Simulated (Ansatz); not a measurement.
BaF, SMILES [Ba][F], multiplicity 2.

The structure is a stationary point at B3LYP-D3(BJ)/def2-TZVPD. The multiplicity is an assumed one; other spin states were not compared. The def2 effective core potentials stand for the cores of Ba; spin–orbit coupling is left out.

Two levels are set side by side: PBE/def2-TZVPD (Ansatz, a quantum-chemistry and plane-wave program) and ωB97X-V/def2-TZVPD (Ansatz). Energy differences of separate SCF runs at the same geometry; the states with an electron removed or added have multiplicity 1 and 1. Differences are taken from unrounded values.

```csv
quantity,ωB97X-V,PBE,PBE minus ωB97X-V
vertical ionisation energy (eV),4.63,4.88,0.25
vertical electron affinity (eV),0.61,0.73,0.13
```
